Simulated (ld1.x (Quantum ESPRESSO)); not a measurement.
## Plane-wave convergence, ultrasoft potential for C

ld1.x (Quantum ESPRESSO) 7.5 input, shortened:

```
&input
   title='C', zed=6., rel=1, dft='PBE', iswitch=3,
   config='[He] 2s2 2p2'
 /
 &inputp
   pseudotype=3, tm=.true., lloc=-1, rcloc=2.00,
   nlcc=.false.,
   which_augfun='PSQ', rmatch_augfun_nc=.true.
 /
4
2S  1  0   2.00   0.00  0.85  1.10  0.0
2S  1  0   0.00   1.30  0.85  1.10  0.0
2P  2  1   2.00   0.00  1.80  2.10  0.0
2P  2  1   0.00   0.60  1.80  2.10  0.0
 &test
   configts(1)='2s2 2p2'
 /
```

The pseudo-atom Hamiltonian at the reference potential is diagonalised in spherical Bessel functions j_l(qr) that vanish at 20 bohr, with q² up to the cutoff. All-electron valence levels (Ry): 2s -1.0107, 2p -0.3885.

How do the lowest levels (Ry) of each channel move with the cutoff, and are there ghosts?

| cutoff (Ry) | s #1 | s #2 | p #1 | p #2 | d #1 | f #1 | f #2 | Σ f·Δε (mRy) |
| --- | --- | --- | --- | --- | --- | --- | --- | --- |
| 8 | -0.9915 | -0.0135 | -0.3412 | 0.0341 | 0.0727 | 0.1172 | 0.2522 | 133.2 |
| 10 | -0.9921 | -0.0135 | -0.3677 | 0.0331 | 0.0727 | 0.1172 | 0.2522 | 79.1 |
| 12 | -0.9944 | -0.0136 | -0.3809 | 0.0326 | 0.0727 | 0.1172 | 0.2522 | 47.9 |
| 15 | -0.9980 | -0.0138 | -0.3875 | 0.0323 | 0.0727 | 0.1172 | 0.2522 | 27.4 |
| 18 | -1.0036 | -0.0140 | -0.3883 | 0.0322 | 0.0727 | 0.1172 | 0.2522 | 14.6 |
| 21 | -1.0065 | -0.0142 | -0.3884 | 0.0322 | 0.0727 | 0.1172 | 0.2522 | 8.7 |
| 25 | -1.0085 | -0.0143 | -0.3884 | 0.0322 | 0.0727 | 0.1172 | 0.2522 | 4.6 |
| 30 | -1.0101 | -0.0144 | -0.3885 | 0.0322 | 0.0727 | 0.1172 | 0.2522 | 1.4 |
| 35 | -1.0105 | -0.0144 | -0.3885 | 0.0322 | 0.0727 | 0.1172 | 0.2522 | 0.5 |
| 40 | -1.0106 | -0.0144 | -0.3885 | 0.0322 | 0.0727 | 0.1172 | 0.2522 | 0.3 |
| 45 | -1.0106 | -0.0144 | -0.3885 | 0.0322 | 0.0727 | 0.1172 | 0.2522 | 0.3 |
| 400 | -1.0107 | -0.0144 | -0.3885 | 0.0322 | 0.0727 | 0.1172 | 0.2522 | 0.0 |

Result: no extra level below or beside the all-electron valence levels (s, p, d, f tested); 10 mRy is reached at 21 Ry and 1 mRy at 35 Ry.

Its largest configuration-test error is -374 meV.
